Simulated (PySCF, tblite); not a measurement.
Isomers of C6H10OSSi. Level: GFN2-xTB in tblite, geometry and Hessian alike; calculated harmonic values, unscaled, isolated species. This tight-binding method is rough: wavenumbers can miss measured ones by several per cent, in bad cases by 10 to 20. Modes of hydrogen on silicon can be 10 to 20 % off. One conformer each.

Electronic energies: PBE0/pcSseg-1 single points on the GFN2-xTB geometries (PySCF, gas phase).

| SMILES | electronic energy, lowest = 0 (kJ/mol) |
| --- | --- |
| C#C[C@@H]1C[S@@](=O)[C@@H]1[SiH2]C | 318.4 |
| C#C[C@@H]1C[S@](=O)[C@@H]1[SiH2]C | 302.3 |
| CC(C)(C=O)[SiH2]C=C=S | 67.2 |
| C=CS[C@@H]1C[Si@@H]1C(C)=O | 152.7 |
| C=CS[C@@H]1C[Si@H]1C(C)=O | 155.4 |
| C[SiH2]c1coc(SC)c1 | 0.0 |

Problem. How do GFN2-xTB zero-point energies change the relative energies?

Solution. 
```json
{"SMILES": "C[SiH2]c1coc(SC)c1", "ZPE (kJ/mol)": "365.3", "of it from modes above 1550 cm⁻¹": "183.1", "electronic (kJ/mol)": "0.0", "with ZPE, lowest = 0 (kJ/mol)": "0.0", "lowest mode (cm⁻¹)": "18", "rings": "1"}
{"SMILES": "CC(C)(C=O)[SiH2]C=C=S", "ZPE (kJ/mol)": "362.3", "of it from modes above 1550 cm⁻¹": "191.5", "electronic (kJ/mol)": "67.2", "with ZPE, lowest = 0 (kJ/mol)": "64.3", "lowest mode (cm⁻¹)": "28", "rings": "0"}
{"SMILES": "C=CS[C@@H]1C[Si@@H]1C(C)=O", "ZPE (kJ/mol)": "366.1", "of it from modes above 1550 cm⁻¹": "199.0", "electronic (kJ/mol)": "152.7", "with ZPE, lowest = 0 (kJ/mol)": "153.5", "lowest mode (cm⁻¹)": "30", "rings": "1"}
{"SMILES": "C=CS[C@@H]1C[Si@H]1C(C)=O", "ZPE (kJ/mol)": "365.5", "of it from modes above 1550 cm⁻¹": "198.9", "electronic (kJ/mol)": "155.4", "with ZPE, lowest = 0 (kJ/mol)": "155.6", "lowest mode (cm⁻¹)": "35", "rings": "1"}
{"SMILES": "C#C[C@@H]1C[S@](=O)[C@@H]1[SiH2]C", "ZPE (kJ/mol)": "362.0", "of it from modes above 1550 cm⁻¹": "187.0", "electronic (kJ/mol)": "302.3", "with ZPE, lowest = 0 (kJ/mol)": "299.0", "lowest mode (cm⁻¹)": "62", "rings": "1"}
{"SMILES": "C#C[C@@H]1C[S@@](=O)[C@@H]1[SiH2]C", "ZPE (kJ/mol)": "361.5", "of it from modes above 1550 cm⁻¹": "186.9", "electronic (kJ/mol)": "318.4", "with ZPE, lowest = 0 (kJ/mol)": "314.6", "lowest mode (cm⁻¹)": "46", "rings": "1"}
```

The zero-point energies span 4.6 kJ/mol, from `C#C[C@@H]1C[S@@](=O)[C@@H]1[SiH2]C` to `C=CS[C@@H]1C[Si@@H]1C(C)=O`. The order is unchanged.

Problem. And how do the electronic energies of GFN2-xTB itself compare?

Solution. `C[SiH2]c1coc(SC)c1` 0.0; `CC(C)(C=O)[SiH2]C=C=S` 116.8; `C=CS[C@@H]1C[Si@@H]1C(C)=O` 256.0; `C=CS[C@@H]1C[Si@H]1C(C)=O` 259.6; `C#C[C@@H]1C[S@](=O)[C@@H]1[SiH2]C` 203.8; `C#C[C@@H]1C[S@@](=O)[C@@H]1[SiH2]C` 213.1 kJ/mol, lowest = 0. Against the energies above, taken from the same isomer `C[SiH2]c1coc(SC)c1`, the largest difference is 105.3 kJ/mol.

Problem. What do entropy and thermal enthalpy add at 298.15 K and 1 bar (rigid rotor, harmonic oscillator, one conformer each)?

Solution. 
```json
{"SMILES": "CC(C)(C=O)[SiH2]C=C=S", "point group": "C1", "symmetry number": "1", "S (J/(mol K))": "464.1", "H − H(0) (kJ/mol)": "34.95", "ZPE + H − H(0) − TS (kJ/mol)": "258.9"}
{"SMILES": "C=CS[C@@H]1C[Si@@H]1C(C)=O", "point group": "C1", "symmetry number": "1", "S (J/(mol K))": "465.9", "H − H(0) (kJ/mol)": "34.47", "ZPE + H − H(0) − TS (kJ/mol)": "261.7"}
{"SMILES": "C=CS[C@@H]1C[Si@H]1C(C)=O", "point group": "C1", "symmetry number": "1", "S (J/(mol K))": "474.4", "H − H(0) (kJ/mol)": "34.94", "ZPE + H − H(0) − TS (kJ/mol)": "259.0"}
{"SMILES": "C#C[C@@H]1C[S@](=O)[C@@H]1[SiH2]C", "point group": "C1", "symmetry number": "1", "S (J/(mol K))": "441.2", "H − H(0) (kJ/mol)": "32.93", "ZPE + H − H(0) − TS (kJ/mol)": "263.4"}
{"SMILES": "C#C[C@@H]1C[S@@](=O)[C@@H]1[SiH2]C", "point group": "C1", "symmetry number": "1", "S (J/(mol K))": "444.4", "H − H(0) (kJ/mol)": "33.09", "ZPE + H − H(0) − TS (kJ/mol)": "262.1"}
```

Not tabulated: `C[SiH2]c1coc(SC)c1` (lowest mode only 18 cm⁻¹).
